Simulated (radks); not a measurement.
Results of a calculation; reference values are marked as such.
Species: the rhenium ion Re2+. Configuration: [Xe] 4f13 5d4 6s1 6p1 (not the ground configuration). Code: a radial shooting solver on a logarithmic mesh with Libxc functionals. Model: Dirac Kohn-Sham, PBE, spin-unpolarised, spherical densities, finite nucleus; open shells fill j = l - 1/2 first; Fermi nuclear charge, rms radius 5.3698 fm.

Spin-orbit splittings of the eigenvalues, e(l+1/2) - e(l-1/2), with zeta = 2 splitting/(2l+1) and mean radii in bohr:

shell  occ.  splitting (eV)  zeta (eV)  <r> j=l-1/2  <r> j=l+1/2
2p        6            1439      959.6      0.06247      0.07054
3p        6           312.6      208.4       0.1870       0.2019
3d       10           67.83      27.13       0.1765       0.1811
4p        6           73.35      48.90       0.4440       0.4770
4d       10           13.62      5.448       0.4910       0.5021
4f       13           2.612     0.7463       0.5608       0.5685
5p        6           11.83      7.887        1.107        1.199
5d        4               ?          ?        1.592        1.637
6p        1           1.474     0.9824        2.980        3.201

Estimate the 5d splitting.

Answer. 1.248 eV (zeta = 0.4991 eV).
